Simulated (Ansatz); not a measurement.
Consider the redistribution: `[GeH3][SbH2]` + `COBO` → `O[BH][SbH2]` + `C[O][GeH3]`.

Computed with Ansatz on PBE0-D4/def2-TZVP structures; ΔE is electronic, products minus reactants. CCSD(T)/CBS adds triple-zeta CCSD(T) − MP2 to the extrapolated MP2 energy (def2 sets, frozen cores). DFT in def2-TZVPP. B3LYP here is the variant with VWN-RPA as its local correlation; programs differ in this. HSE06 is defined as in plane-wave codes. def2 core potentials past Kr. For Ge, Sb outer-core shells are correlated without core-valence functions, which leaves a few kJ/mol of doubt a bond. Scalar relativity is left out up to krypton. Each species was taken in one conformer, which may not be the lowest.

`[GeH3][SbH2]`:

Cartesian coordinates in Å:
```
Ge -0.768 -0.487 0.322
Sb 1.219 0.234 -1.228
H -0.869 0.376 1.589
H -2.082 -0.372 -0.469
H -0.573 -1.957 0.730
H 0.798 1.882 -1.056
H 2.275 0.324 0.112
```

`COBO`:

Z-matrix (Å, degrees):
```
C
O 1 1.410
H 1 1.094 2 111.5
H 1 1.092 2 109.2 3 -120.6
H 1 1.092 2 109.3 3 120.6
B 2 1.356 1 121.7 3 -1.0
O 6 1.356 2 119.6 1 -179.9
H 6 1.199 2 121.8 1 0.2
H 7 0.962 6 112.1 2 0.0
```

`O[BH][SbH2]`:

```xyz
7

O     1.687   -0.160   -0.075
B     0.628    0.385    0.549
Sb   -1.419    0.605   -0.394
H     1.493   -0.518   -0.946
H     0.820    0.817    1.651
H    -1.129   -0.648   -1.527
H    -2.081   -0.481    0.743
```

`C[O][GeH3]`:

Cartesian coordinates in Å:
```
C -0.388 -1.192 -0.560
O -0.182 0.167 -0.852
Ge 0.371 1.225 0.468
H -0.723 -1.688 -1.474
H -1.158 -1.340 0.210
H 0.533 -1.688 -0.222
H -0.672 1.197 1.603
H 0.495 2.613 -0.166
H 1.724 0.705 0.992
```

```csv
level,ΔE (kJ/mol),difference from CCSD(T)/CBS
LDA (SPW92),182.4,14.8
PBE-D4,170.8,3.2
revPBE-D4,164.3,-3.3
BLYP-D4,169.7,2.1
PBE0-D4,174.8,7.2
B3LYP-D4,174.2,6.6
r2SCANh-D4,174.7,7.1
r2SCAN0-D4,177.3,9.7
HSE06-D4,175.1,7.5
BHLYP-D4,178.5,10.9
CAM-B3LYP-D4,174.6,7.0
ωB97X-V,165.9,-1.7
ωB97M-V,171.8,4.2
B2PLYP,171.0,3.4
PBE-QIDH,172.1,4.5
PBE,171.7,4.1
revPBE,167.5,-0.1
BLYP,172.1,4.5
r2SCAN,172.9,5.3
PBE0,175.5,7.9
B3LYP,175.8,8.2
r2SCANh,174.8,7.2
r2SCAN0,177.5,9.9
BHLYP,178.6,11.0
CAM-B3LYP,175.2,7.6
LC-ωPBE,169.8,2.2
RPA@PBE/def2-TZVPP,156.4,-11.2
HF/def2-SVP,187.8,20.2
MP2/def2-SVP,182.0,14.4
CCSD/def2-SVP,182.4,14.8
CCSD(T)/def2-SVP,181.1,13.5
HF/def2-TZVPP,174.5,6.9
MP2/def2-TZVPP,164.9,-2.7
SCS-MP2/def2-TZVPP,161.5,-6.1
CCSD/def2-TZVPP,166.4,-1.2
MP2/def2-QZVPP,166.6,-1.0
SCS-MP2/def2-QZVPP,163.0,-4.6
HF/CBS(def2),174.1,6.5
MP2/CBS(def2),168.0,0.4
CCSD/CBS(def2),169.6,2.0
CCSD(T)/CBS,167.6,0
```

Largest T1 diagnostic among the species: 0.015.

From PBE to PBE0 (25 % exact exchange), in def2-TZVPP and without D4, ΔE moves by +3.8 kJ/mol. At CCSD(T), def2-SVP lies +13.5 kJ/mol from the extrapolated value and def2-TZVPP −3.2 kJ/mol.
